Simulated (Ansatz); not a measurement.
O3S, SMILES O=S(=O)=O (connectivity only; charge and spin as stated), charge -1, multiplicity 2.

Geometry: B3LYP-D3(BJ)/def2-SVPD. The multiplicity is an assumed one; other spin states were not compared.

Two levels are set side by side: PBE/def2-SVPD (Ansatz, a program for electronic structure) and CAM-B3LYP/def2-SVPD (Ansatz). Energy differences of separate SCF runs at the same geometry; the states with an electron removed or added have multiplicity 1. Differences are taken from unrounded values.

| quantity | CAM-B3LYP | PBE | PBE minus CAM-B3LYP |
|---|---|---|---|
| vertical ionisation energy (eV) | 4.17 | 3.54 | -0.63 |
